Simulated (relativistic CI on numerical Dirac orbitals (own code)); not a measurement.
**Slater and spin-orbit integrals, Ag XXVI**

Computed by Dirac-Coulomb-Breit CI, orbitals from a KLI potential per configuration, QED by a radiative potential, unscaled Slater integrals (own radial code, finite nucleus).

Slater integrals F^k, G^k are unscaled and averaged over j, outside the closed core [Ne]; ζ comes from projecting the Hamiltonian with its Breit term on Σ l·s of the shell.

- 3s²3p⁶3d⁴: F^2(3d,3d) = 330720, F^4(3d,3d) = 212910, ζ(3d) = 24232 cm⁻¹; <r>(3d) = 0.3066, <r^2>(3d) = 0.1096 (bohr units).
- 3s²3p⁵3d⁵: ζ(3p) = 194220, F^2(3d,3d) = 329900, F^4(3d,3d) = 212350, F^2(3p,3d) = 292930, G^1(3p,3d) = 321880, G^3(3p,3d) = 212060, ζ(3d) = 23874 cm⁻¹; <r>(3p) = 0.3394, <r^2>(3p) = 0.133, <r>(3d) = 0.3073, <r^2>(3d) = 0.1101 (bohr units).
- 3s3p⁶3d⁵: F^2(3d,3d) = 329590, F^4(3d,3d) = 212150, G^2(3s,3d) = 242860, ζ(3d) = 24076 cm⁻¹; <r>(3s) = 0.3461, <r^2>(3s) = 0.1364, <r>(3d) = 0.3075, <r^2>(3d) = 0.1103 (bohr units).

**Question.** Give the Racah parameters of the d shell in 3s²3p⁶3d⁴.

**Answer.** B = F²/49 − 5F⁴/441 = 4336 cm⁻¹ and C = 35F⁴/441 = 16897 cm⁻¹.

Averages of the first 10 configurations, taken without configuration mixing, which lowers the lowest level and can move excited configurations by several eV; other configurations of the list can lie among them:

```
Configuration  Parity  States  Average energy above the lowest level (eV)
    3s²3p⁶3d⁴    even     210                                        26.0
    3s²3p⁵3d⁵     odd    1512                                       211.5
     3s3p⁶3d⁵    even     504                                       348.5
  3s²3p⁶3d³4s    even     240                                       547.9
  3s²3p⁶3d³4p     odd     720                                       596.6
  3s²3p⁶3d³4d    even    1200                                       665.4
  3s²3p⁶3d³4f     odd    1680                                       727.6
  3s²3p⁵3d⁴4s     odd    2520                                       728.2
3s²3p⁶3d²4s4p     odd     540                                      1137.8
   3s3p⁶3d⁴4s    even     840                                       866.3
```
